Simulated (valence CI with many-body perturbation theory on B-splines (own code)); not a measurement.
**Co XV: electric-dipole lines**

Calculated by valence CI with perturbative core correlation (CI+MBPT): three valence electrons over a frozen Dirac-Fock core [Ne], a basis of 11 s, 11 p, 9 d, 7 f, 5 g, 2 h, 1 i functions for each j, with the one-electron correlation potential Σ1 (screened to all orders), the two-electron term Σ2, the three-electron term Σ3, Breit, model QED; selected single and double excitations, second order for the rest (own B-spline code, finite nucleus).

No measured spectrum was set against this ion. As an estimate, levels of excited configurations hold to 0.05 to 0.15 % of their energy, terms of the ground configuration to about 0.5 %.

Lines 51 to 100 of 264 in falling wavelength, among levels below 1200000 cm⁻¹, chosen from the strongest by gf and those to the six lowest levels. Wavelengths and rates use the calculated energies, so an error of 300 cm⁻¹ moves a line at 31.07 nm by 0.093 % and its rate by three times that or more. Electric multipoles are in the length gauge, E1 and E2 with the static RPA response of the core. Weak lines are less certain than strong ones. Lines between different terms over intervals too small for the method are left out, as are lines whose strength nearly cancels. Where a level lies close to another of its J and parity, the split of strength between their lines is uncertain. The highest levels of a list are the least certain.

Names give the largest LS component (configuration and term), which can be under half, so a name can repeat, a term be missing and a line seem to break the LS rules; names also repeat where a configuration has a term twice. Letters in brackets count levels of one name in rising energy.

| λ vac (nm) | Upper | Lower | A (s⁻¹) | log gf | Branch % |
| --- | --- | --- | --- | --- | --- |
| 31.07 | 3p2.3d 4D_7/2 | 3s.3p.3d 4D°_5/2 | 1.50e+09 | -0.76 | 7.1 |
| 30.98 | 3s.3p2 2D_3/2 | 3s2.3p 2P°_1/2 | 2.83e+09 | -0.79 | 97.9 |
| 30.98 | 3p2.3d 4D_7/2 | 3s.3p.3d 4D°_7/2 | 2.07e+09 | -0.62 | 9.8 |
| 30.60 | 3p2.3d 4D_5/2 | 3s.3p.3d 4D°_3/2 | 1.50e+09 | -0.90 | 6.7 |
| 29.69 | 3p2.3d 4P_5/2 [a] | 3s.3p.3d 2D°_5/2 [a] | 1.59e+09 | -0.90 | 2.8 |
| 29.58 | 3p2.3d 4F_7/2 | 3s.3p.3d 4F°_9/2 | 3.60e+09 | -0.42 | 20.1 |
| 29.54 | 3p2.3d 4D_7/2 | 3s.3p.3d 4P°_5/2 | 4.13e+09 | -0.36 | 19.5 |
| 29.36 | 3p2.3d 4F_5/2 | 3s.3p.3d 4F°_7/2 | 4.65e+09 | -0.44 | 26.1 |
| 29.24 | 3p2.3d 4F_3/2 | 3s.3p.3d 4F°_5/2 | 4.30e+09 | -0.66 | 24.4 |
| 29.22 | 3p2.3d 2D_3/2 [a] | 3s.3p.3d 2D°_3/2 [a] | 2.67e+09 | -0.86 | 4.8 |
| 28.90 | 3p2.3d 4F_9/2 | 3s.3p.3d 4F°_9/2 | 1.17e+10 | 0.16 | 65.7 |
| 28.82 | 3p2.3d 4F_3/2 | 3s.3p.3d 4F°_3/2 | 8.53e+09 | -0.37 | 48.3 |
| 28.75 | 3p2.3d 4F_5/2 | 3s.3p.3d 4F°_5/2 | 6.49e+09 | -0.32 | 36.4 |
| 28.70 | 3p2.3d 4F_7/2 | 3s.3p.3d 4F°_7/2 | 7.32e+09 | -0.14 | 40.8 |
| 28.49 | 3p2.3d 4P_5/2 [b] | 3s.3p.3d 2D°_5/2 [a] | 3.50e+09 | -0.59 | 5.9 |
| 28.40 | 3p2.3d 4P_3/2 | 3s.3p.3d 2D°_3/2 [a] | 2.48e+09 | -0.92 | 3.8 |
| 28.38 | 3p2.3d 4P_5/2 [a] | 3s.3p.3d 4D°_7/2 | 6.54e+09 | -0.32 | 11.4 |
| 28.34 | 3p2.3d 4F_5/2 | 3s.3p.3d 4F°_3/2 | 1.87e+09 | -0.87 | 10.5 |
| 28.11 | 3p2.3d 4F_7/2 | 3s.3p.3d 4F°_5/2 | 2.26e+09 | -0.67 | 12.6 |
| 28.09 | 3p3 2D°_3/2 | 3s.3p2 4P_5/2 | 1.25e+09 | -1.23 | 19.4 |
| 28.09 | 3p2.3d 2D_3/2 [a] | 3s.3p.3d 4D°_5/2 | 5.01e+09 | -0.63 | 8.9 |
| 28.06 | 3p2.3d 4F_9/2 | 3s.3p.3d 4F°_7/2 | 2.03e+09 | -0.62 | 11.5 |
| 28.02 | 3p2.3d 2D_3/2 [b] | 3s.3p.3d 2F°_5/2 [a] | 7.33e+09 | -0.46 | 24.0 |
| 27.77 | 3p2.3d 2F_5/2 [b] | 3s.3p.3d 2F°_7/2 [a] | 3.28e+09 | -0.64 | 7.0 |
| 27.68 | 3p3 2D°_5/2 | 3s.3p2 4P_5/2 | 1.42e+08 | -2.01 | 3.1 |
| 27.53 | 3p2.3d 2D_5/2 | 3s.3p.3d 2F°_7/2 [a] | 1.06e+10 | -0.14 | 21.9 |
| 27.47 | 3p2.3d 4P_1/2 | 3s.3p.3d 4P°_3/2 | 1.21e+10 | -0.56 | 16.2 |
| 27.44 | 3p2.3d 4P_1/2 | 3s.3p.3d 4P°_1/2 | 4.63e+09 | -0.98 | 6.2 |
| 27.42 | 3s.3p.3d 4F°_3/2 | 3s.3p2 2D_3/2 | 1.17e+08 | -2.28 | 20.2 |
| 27.36 | 3p2.3d 4P_5/2 [a] | 3s.3p.3d 4D°_3/2 | 1.56e+09 | -0.98 | 2.7 |
| 27.33 | 3p2.3d 4P_3/2 | 3s.3p.3d 4D°_5/2 | 7.84e+09 | -0.45 | 12.1 |
| 27.27 | 3p2.3d 4P_5/2 [b] | 3s.3p.3d 4D°_7/2 | 7.14e+09 | -0.32 | 12.1 |
| 27.27 | 3s.3p.3d 2F°_7/2 [b] | 3s2.3d 2D_5/2 | 2.43e+10 | 0.34 | 44.3 |
| 27.23 | 3p2.3d 4D_7/2 | 3s.3p.3d 4F°_9/2 | 8.28e+09 | -0.13 | 39.1 |
| 27.21 | 3p3 2D°_3/2 | 3s.3p2 4P_3/2 | 4.12e+08 | -1.74 | 6.4 |
| 27.20 | 3p3 2P°_1/2 | 3s.3p2 2D_3/2 | 1.34e+10 | -0.53 | 74.6 |
| 27.17 | 3p2.3d 4P_5/2 [a] | 3s.3p.3d 4P°_5/2 | 5.49e+09 | -0.44 | 9.5 |
| 27.17 | 3s.3p2 2S_1/2 | 3s2.3p 2P°_3/2 | 6.79e+08 | -1.82 | 3.1 |
| 27.14 | 3p2.3d 4D_5/2 | 3s.3p.3d 4F°_7/2 | 7.96e+09 | -0.28 | 35.9 |
| 27.11 | 3p2.3d 2F_7/2 [b] | 3s.3p.3d 2F°_7/2 [a] | 1.00e+10 | -0.05 | 14.4 |
| 27.06 | 3p3 2P°_3/2 | 3s.3p2 2D_5/2 | 1.01e+10 | -0.35 | 57.6 |
| 27.06 | 3s.3p.3d 4F°_5/2 | 3s.3p2 2D_3/2 | 2.31e+06 | -3.82 | 0.5 |
| 27.04 | 3p2.3d 2P_3/2 [b] | 3s.3p.3d 2F°_5/2 [a] | 5.66e+09 | -0.61 | 15.0 |
| 27.02 | 3p2.3d 2D_3/2 [a] | 3s.3p.3d 4D°_3/2 | 2.73e+09 | -0.92 | 4.9 |
| 27.02 | 3p3 4S°_3/2 | 3s.3p2 4P_5/2 | 1.66e+10 | -0.14 | 45.9 |
| 26.91 | 3p2.3d 4D_1/2 | 3s.3p.3d 4F°_3/2 | 1.12e+10 | -0.61 | 49.4 |
| 26.84 | 3p3 2P°_3/2 | 3s.3p2 2D_3/2 | 1.35e+09 | -1.23 | 7.7 |
| 26.83 | 3s.3p.3d 2F°_5/2 [b] | 3s2.3d 2D_3/2 | 2.50e+10 | 0.21 | 43.8 |
| 26.82 | 3p3 2D°_5/2 | 3s.3p2 4P_3/2 | 4.31e+06 | -3.55 | 0.1 |
| 26.65 | 3p2.3d 4D_3/2 | 3s.3p.3d 4F°_5/2 | 7.44e+09 | -0.50 | 31.5 |

**Question.** How does gf follow from A for the line at 26.84 nm?

**Answer.** gf = 1.4992 × (2J+1)_upper × A / σ², with σ = 372563 cm⁻¹ and 2J+1 = 4: gf = 0.0584.
